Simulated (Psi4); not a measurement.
copper atom (Cu), doublet; PBE/6-31G in Psi4 1.11.

The Psi4 input:
```
memory 2 GB

molecule {
0 2
  Cu    0.00000000    0.00000000    0.00000000
}

set basis 6-31g
set reference uks

energy('pbe')
print_variables()
```

**Question.** What does Psi4 print? Leave out banner, timings and long lists.

**Answer.** 
```
   => Loading Basis Set <=

    Name: 6-31G
    Role: ORBITAL
    Keyword: BASIS

         ---------------------------------------------------------
                                   SCF
               by Justin Turney, Rob Parrish, Andy Simmonett
                          and Daniel G. A. Smith
                              UKS Reference
         ---------------------------------------------------------

  ==> Geometry <==

    Molecular point group: d2h
    Geometry (in Angstrom), charge = 0, multiplicity = 2:

       Center              X                  Y                   Z               Mass
    ------------   -----------------  -----------------  -----------------  -----------------
         CU           0.000000000000     0.000000000000     0.000000000000    62.929597720000

  Running in d2h symmetry.

  Rotational constants: A = ************  B = ************  C = ************ [cm^-1]
  Rotational constants: A = ************  B = ************  C = ************ [MHz]
  Nuclear repulsion =    0.000000000000000

  Charge       = 0
  Multiplicity = 2
  Electrons    = 29
  Nalpha       = 15
  Nbeta        = 14

  ==> Algorithm <==

  SCF Algorithm Type is DF.
  DIIS enabled.
  MOM disabled.
  Fractional occupation disabled.
  Guess Type is CORE.
  Energy threshold   = 1.00e-06
  Density threshold  = 1.00e-06
  Integral threshold = 1.00e-12

  ==> Primary Basis <==

  Basis Set: 6-31G
    Blend: 6-31G
    Number of shells: 11
    Number of basis functions: 29
    Number of Cartesian functions: 29
    Spherical Harmonics?: false
    Max angular momentum: 2

  ==> DFT Potential <==

   => LibXC <=

    Version 7.1.2
    S. Lehtola, C. Steigemann, M. J. T. Oliveira, and M. A. L. Marques,  SoftwareX 7, 1–5 (2018) (10.1016/j.softx.2017.11.002)

   => Composite Functional: PBE <=

    PBE GGA Exchange-Correlation Functional

    J.P. Perdew et. al., Phys. Rev. Lett., 77(18), 3865-3868, 1996

    Deriv               =              1
    GGA                 =           TRUE
    Meta                =          FALSE

    Exchange Hybrid     =          FALSE
    MP2 Hybrid          =          FALSE

   => Exchange Functionals <=

    1.0000     XC_GGA_X_PBE

   => Correlation Functionals <=

    1.0000     XC_GGA_C_PBE

   => LibXC Density Thresholds  <==

    XC_GGA_C_PBE:  1.00E-12
    XC_GGA_X_PBE:  1.00E-15

   => Molecular Quadrature <=

    Radial Scheme          =       TREUTLER
    Pruning Scheme         =           NONE
    Nuclear Scheme         =       TREUTLER

    Blocking Scheme        =         OCTREE
    BS radius alpha        =              1
    Pruning alpha          =              1
    Radial Points          =             75
    Spherical Points       =            302
    Total Points           =          21134
    Total Blocks           =            235
    Max Points             =            256
    Max Functions          =             29
    Weights Tolerance      =       1.00E-15

   => Loading Basis Set <=

    Name: (6-31G AUX)
    Role: JKFIT
    Keyword: DF_BASIS_SCF

  ==> Integral Setup <==

  SCF_SUBTYPE=INCORE selected. In-core MEM_DF algorithm will be used.
  Using in-core AOs.

  ==> MemDFJK: Density-Fitted J/K Matrices <==

    J tasked:                   Yes
    K tasked:                    No
    wK tasked:                   No
    Algorithm:                 Core
    Schwarz Cutoff:           1E-12
    Mask sparsity (%):       0.0000
    Fitting Condition:        1E-10

   => Auxiliary Basis Set <=

  Basis Set: (6-31G AUX)
    Blend: DEF2-UNIVERSAL-JKFIT
    Number of shells: 58
    Number of basis functions: 377
    Number of Cartesian functions: 377
    Spherical Harmonics?: false
    Max angular momentum: 6

  Minimum eigenvalue in the overlap matrix is 1.1958507633E-03.
  Reciprocal condition number of the overlap matrix is 3.1416967665E-04.
    Using symmetric orthogonalization.

  ==> Pre-Iterations <==

  SCF Guess: Core (One-Electron) Hamiltonian.

   -------------------------------------------------------
    Irrep   Nso     Nmo     Nalpha   Nbeta   Ndocc  Nsocc
   -------------------------------------------------------
     Ag        11      11       6       5       5       1
     B1g        2       2       1       1       1       0
     B2g        2       2       1       1       1       0
     B3g        2       2       1       1       1       0
     Au         0       0       0       0       0       0
     B1u        4       4       2       2       2       0
     B2u        4       4       2       2       2       0
     B3u        4       4       2       2       2       0
   -------------------------------------------------------
    Total      29      29      15      14      14       1
   -------------------------------------------------------

  ==> Iterations <==

                           Total Energy        Delta E     RMS |[F,P]|

    Occupation by irrep:
             Ag   B1g   B2g   B3g    Au   B1u   B2u   B3u
    DOCC [     5,    0,    0,    0,    0,    3,    3,    3 ]
    SOCC [     0,    0,    0,    0,    0,    1,    0,    0 ]
    NA   [     5,    0,    0,    0,    0,    4,    3,    3 ]
    NB   [     5,    0,    0,    0,    0,    3,    3,    3 ]

   @DF-UKS iter   1: -1624.15470745960351   -1.62415e+03   5.09438e-01 ADIIS
    Occupation by irrep:
             Ag   B1g   B2g   B3g    Au   B1u   B2u   B3u
    DOCC [     5,    1,    1,    1,    0,    2,    2,    2 ]
    SOCC [     1,    0,    0,    0,    0,    0,    0,    0 ]
    NA   [     6,    1,    1,    1,    0,    2,    2,    2 ]
    NB   [     5,    1,    1,    1,    0,    2,    2,    2 ]

   @DF-UKS iter   2: -1579.86050370991074    4.42942e+01   1.02265e+00 ADIIS
   @DF-UKS iter   3: -1639.31072208980572   -5.94502e+01   1.17902e-01 ADIIS
    Occupation by irrep:
             Ag   B1g   B2g   B3g    Au   B1u   B2u   B3u
    DOCC [     5,    0,    0,    0,    0,    3,    3,    3 ]
    SOCC [     0,    0,    1,    0,    0,    0,    0,    0 ]
[...]
   @DF-UKS iter  66: -1639.83181052394912   -1.26250e-01   2.06539e-02 DIIS/ADIIS
    Occupation by irrep:
             Ag   B1g   B2g   B3g    Au   B1u   B2u   B3u
    DOCC [     5,    1,    1,    1,    0,    2,    2,    2 ]
    SOCC [     1,    0,    0,    0,    0,    0,    0,    0 ]
    NA   [     6,    1,    1,    1,    0,    2,    2,    2 ]
    NB   [     5,    1,    1,    1,    0,    2,    2,    2 ]

   @DF-UKS iter  67: -1639.82776979135747    4.04073e-03   2.31296e-02 DIIS/ADIIS
   @DF-UKS iter  68: -1639.76349247978783    6.42773e-02   3.91009e-02 DIIS/ADIIS
   @DF-UKS iter  69: -1639.73598548104769    2.75070e-02   4.27996e-02 DIIS/ADIIS
   @DF-UKS iter  70: -1639.83489597531729   -9.89105e-02   1.96195e-02 DIIS/ADIIS
   @DF-UKS iter  71: -1639.83227810767607    2.61787e-03   2.11921e-02 DIIS/ADIIS
   @DF-UKS iter  72: -1639.68224474812928    1.50033e-01   5.78633e-02 DIIS/ADIIS
   @DF-UKS iter  73: -1639.70808173180558   -2.58370e-02   5.12511e-02 DIIS/ADIIS
   @DF-UKS iter  74: -1639.82518879278223   -1.17107e-01   2.51013e-02 DIIS/ADIIS
   @DF-UKS iter  75: -1639.81342450257534    1.17643e-02   3.07024e-02 DIIS/ADIIS
   @DF-UKS iter  76: -1639.66706597982557    1.46359e-01   6.14138e-02 DIIS/ADIIS
   @DF-UKS iter  77: -1639.69719473391660   -3.01288e-02   5.41720e-02 DIIS/ADIIS
   @DF-UKS iter  78: -1639.69694285427272    2.51880e-04   5.41714e-02 DIIS/ADIIS
   @DF-UKS iter  79: -1639.69495991072245    1.98294e-03   5.46848e-02 DIIS/ADIIS
   @DF-UKS iter  80: -1639.69439448482899    5.65426e-04   5.48076e-02 DIIS/ADIIS
    Occupation by irrep:
             Ag   B1g   B2g   B3g    Au   B1u   B2u   B3u
    DOCC [     6,    1,    0,    1,    0,    2,    2,    2 ]
    SOCC [     0,    0,    1,    0,    0,    0,    0,    0 ]
    NA   [     6,    1,    1,    1,    0,    2,    2,    2 ]
    NB   [     6,    1,    0,    1,    0,    2,    2,    2 ]

   @DF-UKS iter  81: -1639.70274609433159   -8.35161e-03   5.25866e-02 DIIS/ADIIS
   @DF-UKS iter  82: -1639.83607246169572   -1.33326e-01   1.74787e-02 DIIS/ADIIS
   @DF-UKS iter  83: -1639.83702183930632   -9.49378e-04   1.67414e-02 DIIS/ADIIS
    Occupation by irrep:
             Ag   B1g   B2g   B3g    Au   B1u   B2u   B3u
    DOCC [     5,    1,    1,    1,    0,    2,    2,    2 ]
    SOCC [     1,    0,    0,    0,    0,    0,    0,    0 ]
    NA   [     6,    1,    1,    1,    0,    2,    2,    2 ]
    NB   [     5,    1,    1,    1,    0,    2,    2,    2 ]

   @DF-UKS iter  84: -1639.84032439062184   -3.30255e-03   1.38381e-02 DIIS/ADIIS
   @DF-UKS iter  85: -1639.70233296552578    1.37991e-01   5.27057e-02 DIIS/ADIIS
   @DF-UKS iter  86: -1639.71817508019717   -1.58421e-02   4.82842e-02 DIIS/ADIIS
   @DF-UKS iter  87: -1639.84186455348731   -1.23689e-01   1.35862e-02 DIIS/ADIIS
   @DF-UKS iter  88: -1639.70526220466513    1.36602e-01   5.19254e-02 DIIS/ADIIS
   @DF-UKS iter  89: -1639.71855549890756   -1.32933e-02   4.81728e-02 DIIS/ADIIS
   @DF-UKS iter  90: -1639.84284373575952   -1.24288e-01   1.24948e-02 DIIS/ADIIS
   @DF-UKS iter  91: -1639.70936573538961    1.33478e-01   5.08057e-02 DIIS/ADIIS
   @DF-UKS iter  92: -1639.71819204517124   -8.82631e-03   4.82972e-02 DIIS/ADIIS
    Occupation by irrep:
             Ag   B1g   B2g   B3g    Au   B1u   B2u   B3u
    DOCC [     6,    1,    0,    1,    0,    2,    2,    2 ]
    SOCC [     0,    0,    1,    0,    0,    0,    0,    0 ]
    NA   [     6,    1,    1,    1,    0,    2,    2,    2 ]
    NB   [     6,    1,    0,    1,    0,    2,    2,    2 ]

   @DF-UKS iter  93: -1639.85260661990606   -1.34415e-01   7.74137e-03 DIIS/ADIIS
   @DF-UKS iter  94: -1639.79624513008639    5.63615e-02   3.34324e-02 DIIS/ADIIS
   @DF-UKS iter  95: -1639.81231424291673   -1.60691e-02   2.84223e-02 DIIS/ADIIS
    Occupation by irrep:
             Ag   B1g   B2g   B3g    Au   B1u   B2u   B3u
    DOCC [     5,    1,    1,    1,    0,    2,    2,    2 ]
    SOCC [     1,    0,    0,    0,    0,    0,    0,    0 ]
    NA   [     6,    1,    1,    1,    0,    2,    2,    2 ]
    NB   [     5,    1,    1,    1,    0,    2,    2,    2 ]

   @DF-UKS iter  96: -1639.81778053034918   -5.46629e-03   2.45516e-02 DIIS/ADIIS
   @DF-UKS iter  97: -1639.84769825206945   -2.99177e-02   1.08427e-02 DIIS/ADIIS
   @DF-UKS iter  98: -1639.84186103512116    5.83722e-03   1.46003e-02 DIIS/ADIIS
   @DF-UKS iter  99: -1639.68117810535682    1.60683e-01   5.81685e-02 DIIS/ADIIS
   @DF-UKS iter 100: -1639.72775789968387   -4.65798e-02   4.62935e-02 DIIS/ADIIS

PsiException: Could not converge SCF iterations in 100 iterations.

  Failed to converge.

Traceback (most recent call last):
  File "psi4", line 375, in <module>
  File "<string>", line 22, in <module>
  File "site-packages/psi4/driver/driver.py", line 533, in energy
  File "site-packages/psi4/driver/procrouting/proc.py", line 2760, in run_scf
  File "site-packages/psi4/driver/procrouting/proc.py", line 2047, in scf_helper
  File "site-packages/psi4/driver/procrouting/scf_proc/scf_iterator.py", line 93, in scf_compute_energy
  File "site-packages/psi4/driver/procrouting/scf_proc/scf_iterator.py", line 86, in scf_compute_energy
  File "site-packages/psi4/driver/procrouting/scf_proc/scf_iterator.py", line 609, in scf_iterate

psi4.driver.p4util.exceptions.SCFConvergenceError: Could not converge SCF iterations in 100 iterations.

Printing out the relevant lines from the Psithon --> Python processed input file:
      Cu    0.00000000    0.00000000    0.00000000
    """)
    core.IO.set_default_namespace("")
    core.set_global_option("BASIS", "6-31g")
    core.set_global_option("REFERENCE", "uks")
--> energy('pbe')
    print_variables()

!-------------------------------------------------------!
!                                                       !
!  Could not converge SCF iterations in 100 iterations. !
!                                                       !
!-------------------------------------------------------!
```

The run did not converge; its last values are not results.
